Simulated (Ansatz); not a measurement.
`O[C]1(S)[NH][GeH2]1` at its PBE0-D4/def2-TZVP geometry, where that method's forces vanish. Charge 0, multiplicity 1.

```xyz
10

O    -0.6067    0.0383   -1.4760
C    -0.0727    0.3365   -0.2337
S    -0.2770    2.0564    0.2565
N     1.2817   -0.1037    0.0427
Ge    0.0379   -1.1294    1.0270
H    -0.3940    0.7751   -2.0648
H    -1.6194    2.0572    0.1884
H     1.6893   -0.5494   -0.7728
H     0.1792   -0.9422    2.5325
H    -0.2183   -2.5388    0.5002
```

What forces (eV/Å) does PBE-D4/def2-TZVPP give on these atoms in Ansatz? (Estimate.)

Ansatz gave: 
```
O1  -0.369 -0.515 -0.217
C2  -0.029  0.142  0.000
S3   0.238  0.367  0.143
N4   0.466  0.280  0.209
Ge5 -0.311 -0.342  0.328
H6   0.087  0.377 -0.285
H7  -0.269 -0.002 -0.019
H8   0.142 -0.156 -0.275
H9   0.052  0.018  0.183
H10 -0.007 -0.170 -0.067
```
